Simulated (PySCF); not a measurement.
Compound: C₃H₇N₃Si.
Z-matrix (Å and degrees, GFN2-xTB geometry), rows numbered from 1:
```
C 
C   1  1.4847
C   2  1.3758  1  130.64
N   3  1.3568  2  105.63  1   179.76
Si  4  1.7599  3  131.60  2   177.99
N   4  1.3441  3  108.28  2     0.08
N   6  1.2703  4  109.40  3    -0.07
H   1  1.0891  2  110.53  3   -58.45
H   1  1.0861  2  109.09  3  -178.62
H   1  1.0891  2  110.46  3    61.34
H   3  1.0696  2  132.48  1    -0.02
H   5  1.4520  4  103.83  3   164.01
H   5  1.4631  4  105.46  3    43.16
H   5  1.4628  4  106.95  3   -74.74
```

Method used: TDDFT CAM-B3LYP/def2-SVPD, vertical, gas phase, core orbitals frozen in the response (PySCF 2.14.0, density-fitted response routines). GFN2-xTB frequencies show an imaginary mode (22i cm⁻¹), so this geometry is no minimum at that level.

Frontier orbitals with the atoms that hold most of them (Löwdin shares over 4%, at most four atoms; ? is withheld):

```
orbital  ε (eV)                             atoms
 LUMO+2    1.14  Si5 57%, H13 10%, H12 9%, H14 8%
 LUMO+1    0.84  Si5 34%, C3 12%, H14 10%, H13 9%
   LUMO    0.77   Si5 18%, N6 16%, C3 15%, N4 14%
   HOMO       ?                                 ?
 HOMO-1   -8.93                                 ?
 HOMO-2   -9.91    N7 29%, N4 28%, N6 12%, C3 11%
 HOMO-3  -10.84      N6 42%, N7 30%, N4 5%, C1 5%
```

Task: Which atoms hold the HOMO-1, and with what shares?

Result: N7 (bonded to C and N) 46%; N6 (bonded to 2 N) 29%; C2 (bonded to 2 C and N) 10%; N4 (bonded to C, N and Si) 9%. By element: nitrogen 85%, carbon 10% or more.

Task: Which atoms hold the HOMO, and with what shares?

Result: C2 (bonded to 2 C and N) 26%; C3 (bonded to C, N and H) 24%; N6 (bonded to 2 N) 19%; N4 (bonded to C, N and Si) 10%. By element: carbon 50% or more, nitrogen 30% or more.

Task: What is the HOMO energy, and the HOMO–LUMO gap?

Result: ε(HOMO) = -8.55 eV; the gap is 9.32 eV (0.3425 hartree).

Task: How does S1 compare with the orbital gap of 9.32 eV?

Result: S1 is at 5.56 eV (f = 0.0054), 3.76 eV below the gap, made of HOMO-1→LUMO (67%), HOMO-1→LUMO+1 (23%). Its leading pair isn't HOMO and LUMO; the energies of that pair differ by 9.70 eV. 

Next come S2 at 6.26 eV (f 0.091), HOMO→LUMO (70%), HOMO→LUMO+1 (18%); S3 at 6.66 eV (f 0.0050), HOMO→LUMO+1 (72%), HOMO→LUMO (18%); S4 at 7.15 eV (f 0.0024), HOMO-2→LUMO (35%), HOMO→LUMO+4 (22%), HOMO-2→LUMO+1 (11%); S5 at 7.18 eV (f 0.0023), HOMO-1→LUMO+7 (25%), HOMO-1→LUMO+5 (24%), HOMO-1→LUMO+4 (19%).

Löwdin shares depend on the basis, the more so with diffuse functions.
